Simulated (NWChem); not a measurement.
System: BH3SO; SMILES OBS

NWChem printed, in part:

```
             Northwest Computational Chemistry Package (NWChem) 7.3.0
             --------------------------------------------------------

 CS  symmetry detected

                             Geometry "geometry" -> ""
                             -------------------------

 Output coordinates in angstroms (scale by  1.889725989 to convert to a.u.)

  No.       Tag          Charge          X              Y              Z
 ---- ---------------- ---------- -------------- -------------- --------------
    1 B                    5.0000    -0.56637446    -0.59658737     0.00000000
    2 H                    1.0000    -1.74900739    -0.73701795     0.00000000
    3 O                    8.0000     0.20059144    -1.71402608     0.00000000
    4 H                    1.0000     1.15577527    -1.55130546     0.00000000
    5 S                   16.0000     0.02856305     1.13010818     0.00000000
    6 H                    1.0000     1.36336411     0.90173804     0.00000000

 Effective nuclear repulsion energy (a.u.)      87.9959064441

      Symmetry information
      --------------------

 Group name             Cs
 Group number              2
 Group order               2
 No. of unique centers     6

                                Z-matrix (autoz)
                                --------

 Units are Angstrom for bonds and degrees for angles

      Type          Name      I     J     K     L     M      Value
      ----------- --------  ----- ----- ----- ----- ----- ----------
    1 Stretch                  1     2                       1.19094
    2 Stretch                  1     3                       1.35533
    3 Stretch                  1     5                       1.82632
    4 Stretch                  3     4                       0.96894
    5 Stretch                  5     6                       1.35420
    6 Bend                     1     3     4               114.79634
    7 Bend                     1     5     6                99.30283
    8 Bend                     2     1     3               117.69235
    9 Bend                     2     1     5               115.78335
   10 Bend                     3     1     5               126.52431
   11 Torsion                  2     1     3     4         180.00000
   12 Torsion                  2     1     5     6         180.00000
   13 Torsion                  3     1     5     6           0.00000
   14 Torsion                  4     3     1     5          -0.00000

                           NWChem Geometry Optimization
                           ----------------------------

 maximum gradient threshold         (gmax) =   0.000450
 rms gradient threshold             (grms) =   0.000300
 maximum cartesian step threshold   (xmax) =   0.001800
 rms cartesian step threshold       (xrms) =   0.001200
 fixed trust radius                (trust) =   0.300000
 source of zmatrix                         =   autoz

          -------------------
          Energy Minimization
          -------------------

 Using diagonal initial Hessian
 Scaling for Hessian diagonals: bonds = 1.00  angles = 0.25  torsions = 0.10

          --------
          Step   0

                                 NWChem DFT Module
                                 -----------------

 Summary of "ao basis" -> "ao basis" (spherical)
 ------------------------------------------------------------------------------
       Tag                 Description            Shells   Functions and Types
 ---------------- ------------------------------  ------  ---------------------
 B                           3-21g                   5        9   3s2p
 H                           3-21g                   2        2   2s
 O                           3-21g                   5        9   3s2p
 S                           3-21g                   7       13   4s3p

      Symmetry analysis of basis
      --------------------------

        a'         30
        a"          7

            General Information
            -------------------
          SCF calculation type: DFT
          Wavefunction type:  closed shell.
          No. of atoms     :     6
          No. of electrons :    32
           Alpha electrons :    16
            Beta electrons :    16
          Charge           :     0
          Spin multiplicity:     1
          Use of symmetry is: on ; symmetry adaption is: on
          Maximum number of iterations: 150
          AO basis - number of functions:    37
                     number of shells:    23
          Convergence on energy requested:  1.00D-06
          Convergence on density requested:  1.00D-05
          Convergence on gradient requested:  5.00D-04

              XC Information
              --------------
                         B3LYP Method XC Potential
                     Hartree-Fock (Exact) Exchange  0.200
                        Slater Exchange Functional  0.800 local
                    Becke 1988 Exchange Functional  0.720 non-local
              Lee-Yang-Parr Correlation Functional  0.810
                  VWN I RPA Correlation Functional  0.190 local

             Grid Information
             ----------------
          Grid used for XC integration:  medium
          Radial quadrature: Mura-Knowles
          Angular quadrature: Lebedev.
          Tag              B.-S. Rad. Rad. Pts. Rad. Cut. Ang. Pts.
          ---              ---------- --------- --------- ---------
          B                   0.85       49           7.0       434
          H                   0.35       45           9.0       434
          O                   0.60       49           8.0       434
          S                   1.00       88           8.0       590
          Grid pruning is: on
          Number of quadrature shells:   321
          Spatial weights used:  Erf1

      Superposition of Atomic Density Guess
      -------------------------------------

 Sum of atomic energies:        -495.78943772

      Non-variational initial energy
      ------------------------------

 Total energy =    -496.800524
 1-e energy   =    -858.369479
 2-e energy   =     273.573048
 HOMO         =      -0.334713
 LUMO         =       0.071942

      Symmetry analysis of molecular orbitals - initial
      -------------------------------------------------

  Numbering of irreducible representations:

     1 a'          2 a"

  Orbital symmetries:

     1 a'          2 a'          3 a'          4 a'          5 a'
     6 a'          7 a"          8 a'          9 a'         10 a'
    11 a'         12 a'         13 a"         14 a'         15 a'
    16 a"         17 a"         18 a'         19 a'         20 a'
    21 a'         22 a'         23 a'         24 a"         25 a'
    26 a'

   convergence    iter        energy       DeltaE   RMS-Dens  Diis-err
 ---------------- ----- ----------------- --------- --------- ---------
 d= 0,ls=0.0,diis     1   -497.5348302497 -5.86D+02  3.29D-02  5.50D-01
 d= 0,ls=0.0,diis     2   -497.5371816337 -2.35D-03  1.73D-02  7.26D-01
 d= 0,ls=0.0,diis     3   -497.6042308959 -6.70D-02  5.26D-03  6.35D-02
 d= 0,ls=0.0,diis     4   -497.6093650831 -5.13D-03  2.02D-03  4.37D-03
 d= 0,ls=0.0,diis     5   -497.6100484775 -6.83D-04  4.36D-04  2.19D-04
  Resetting Diis
 d= 0,ls=0.0,diis     6   -497.6100836004 -3.51D-05  4.91D-05  8.43D-07
 d= 0,ls=0.0,diis     7   -497.6100837934 -1.93D-07  1.39D-05  5.85D-08
 d= 0,ls=0.0,diis     8   -497.6100837897  3.78D-09  6.13D-06  1.18D-07

         Total DFT energy =     -497.610083789654
      One electron energy =     -860.061990138034
           Coulomb energy =      313.863644318331
    Exchange-Corr. energy =      -39.407644414033
 Nuclear repulsion energy =       87.995906444082

 Numeric. integr. density =       32.000006215553

                  Occupations of the irreducible representations
                  ----------------------------------------------

                     irrep           alpha         beta
                     --------     --------     --------
                     a'               13.0         13.0
                     a"                3.0          3.0

                       DFT Final Molecular Orbital Analysis
                       ------------------------------------

 Vector   14  Occ=2.000000D+00  E=-3.686269D-01  Symmetry=a'
              MO Center= -5.4D-01,  1.9D-01, -1.3D-15, r^2= 3.0D+00
   Bfn.  Coefficient  Atom+Function         Bfn.  Coefficient  Atom+Function
  ----- ------------  ---------------      ----- ------------  ---------------
    32      0.374155  5 S  s                 11     -0.281381  2 H  s
    37     -0.277062  6 H  s                 29     -0.270093  5 S  px
     3      0.224411  1 B  px                10     -0.217721  2 H  s
    28      0.198787  5 S  s                  6     -0.187894  1 B  s
    36     -0.175028  6 H  s                 17      0.169212  3 O  s

[...]

      ----------------------
      Optimization converged
      ----------------------

  Step       Energy      Delta E   Gmax     Grms     Xrms     Xmax
  ---- ---------------- -------- -------- -------- -------- --------
@    4    -497.61225421 -1.7D-06  0.00027  0.00010  0.00077  0.00171
                                     ok       ok       ok       ok

                                Z-matrix (autoz)
                                --------

 Units are Angstrom for bonds and degrees for angles

      Type          Name      I     J     K     L     M      Value     Gradient
      ----------- --------  ----- ----- ----- ----- ----- ---------- ----------
    1 Stretch                  1     2                       1.18489   -0.00002
    2 Stretch                  1     3                       1.37320   -0.00015
    3 Stretch                  1     5                       1.84824   -0.00027
    4 Stretch                  3     4                       0.99027    0.00007
    5 Stretch                  5     6                       1.37799    0.00012
    6 Bend                     1     3     4               120.15422   -0.00001
    7 Bend                     1     5     6               101.00130    0.00004
    8 Bend                     2     1     3               116.54511   -0.00010
    9 Bend                     2     1     5               115.40493    0.00004
   10 Bend                     3     1     5               128.04997    0.00006
   11 Torsion                  2     1     3     4         180.00000    0.00000
   12 Torsion                  2     1     5     6         180.00000    0.00000
   13 Torsion                  3     1     5     6           0.00000    0.00000
   14 Torsion                  4     3     1     5          -0.00000    0.00000

                         Geometry "geometry" -> "geometry"
                         ---------------------------------

 Output coordinates in angstroms (scale by  1.889725989 to convert to a.u.)

  No.       Tag          Charge          X              Y              Z
 ---- ---------------- ---------- -------------- -------------- --------------
    1 B                    5.0000    -0.57144983    -0.58842058     0.00000000
    2 H                    1.0000    -1.74719459    -0.73538795     0.00000000
    3 O                    8.0000     0.18986685    -1.73125885     0.00000000
    4 H                    1.0000     1.17827217    -1.67053062     0.00000000
    5 S                   16.0000     0.00826825     1.16654546     0.00000000
    6 H                    1.0000     1.37514917     0.99196190     0.00000000

 Effective nuclear repulsion energy (a.u.)      86.5601254490

      Symmetry information
      --------------------

 Group name             Cs
 Group number              2
 Group order               2
 No. of unique centers     6

                Final and change from initial internal coordinates
                --------------------------------------------------

                                Z-matrix (autoz)
                                --------

 Units are Angstrom for bonds and degrees for angles

      Type          Name      I     J     K     L     M      Value       Change
      ----------- --------  ----- ----- ----- ----- ----- ---------- ----------
    1 Stretch                  1     2                       1.18489   -0.00605
    2 Stretch                  1     3                       1.37320    0.01788
    3 Stretch                  1     5                       1.84824    0.02192
    4 Stretch                  3     4                       0.99027    0.02132
    5 Stretch                  5     6                       1.37799    0.02379
    6 Bend                     1     3     4               120.15422    5.35788
    7 Bend                     1     5     6               101.00130    1.69847
    8 Bend                     2     1     3               116.54511   -1.14724
    9 Bend                     2     1     5               115.40493   -0.37842
   10 Bend                     3     1     5               128.04997    1.52566
   11 Torsion                  2     1     3     4         180.00000    0.00000
   12 Torsion                  2     1     5     6         180.00000    0.00000
   13 Torsion                  3     1     5     6           0.00000    0.00000
   14 Torsion                  4     3     1     5          -0.00000    0.00000

[...]

 Rotational Constants
 --------------------
 A=   1.609144 cm-1  (  2.315147 K)
 B=   0.169312 cm-1  (  0.243596 K)
 C=   0.153193 cm-1  (  0.220405 K)

 Temperature                      =   298.15K
 frequency scaling parameter      =   1.0000

 Zero-Point correction to Energy  =   22.758 kcal/mol  (  0.036268 au)
 Thermal correction to Energy     =   25.286 kcal/mol  (  0.040296 au)
 Thermal correction to Enthalpy   =   25.879 kcal/mol  (  0.041240 au)

 Total Entropy                    =   65.027 cal/mol-K
   - Translational                =   38.276 cal/mol-K (mol. weight =  61.9998)
   - Rotational                   =   23.163 cal/mol-K (symmetry #  =        1)
   - Vibrational                  =    3.588 cal/mol-K

 Cv (constant volume heat capacity) =   12.927 cal/mol-K
   - Translational                  =    2.979 cal/mol-K
   - Rotational                     =    2.979 cal/mol-K
   - Vibrational                    =    6.968 cal/mol-K

[normal modes left out]

 ----------------------------------------------------------------------------
 Normal Eigenvalue ||           Projected Infra Red Intensities
  Mode   [cm**-1]  || [atomic units] [(debye/angs)**2] [(KM/mol)] [arbitrary]
 ------ ---------- || -------------- ----------------- ---------- -----------
    1       -0.000 ||    0.023152           0.534        22.570       4.291
    2       -0.000 ||    0.007663           0.177         7.470       1.420
    3        0.000 ||    0.001415           0.033         1.380       0.262
    4        0.000 ||    0.000004           0.000         0.004       0.001
    5        0.000 ||    0.000001           0.000         0.001       0.000
    6        0.000 ||    0.001851           0.043         1.804       0.343
    7      347.198 ||    0.016855           0.389        16.432       3.124
    8      376.755 ||    0.007607           0.175         7.415       1.410
    9      592.818 ||    0.191018           4.407       186.214      35.404
   10      628.305 ||    0.033934           0.783        33.080       6.289
   11      837.293 ||    0.000426           0.010         0.415       0.079
   12      875.792 ||    0.000086           0.002         0.084       0.016
   13     1020.889 ||    0.265582           6.127       258.902      49.224
   14     1136.710 ||    0.107286           2.475       104.587      19.885
   15     1368.406 ||    0.165474           3.818       161.313      30.670
   16     2440.222 ||    0.034614           0.799        33.744       6.416
   17     2757.943 ||    0.084213           1.943        82.095      15.608
   18     3545.072 ||    0.029988           0.692        29.234       5.558
 ----------------------------------------------------------------------------
```

Level: B3LYP/3-21G. 

Problem. Write an input that gives this output.

Solution. Several could match; the one computed here: the input that was run:
```
start job
memory heap 200 mb stack 900 mb global 1100 mb
geometry units angstroms
  B     -0.567755    -0.603274     0.000000
  H     -1.750495    -0.742800     0.000000
  O      0.198356    -1.721299     0.000000
  H      1.153664    -1.559309     0.000000
  S      0.028503     1.122966     0.000000
  H      1.363129     0.893575     0.000000
end
basis spherical
  * library 3-21g
end
dft
  xc b3lyp
  iterations 150
end
driver
  maxiter 120
end
task dft optimize
task dft freq
```
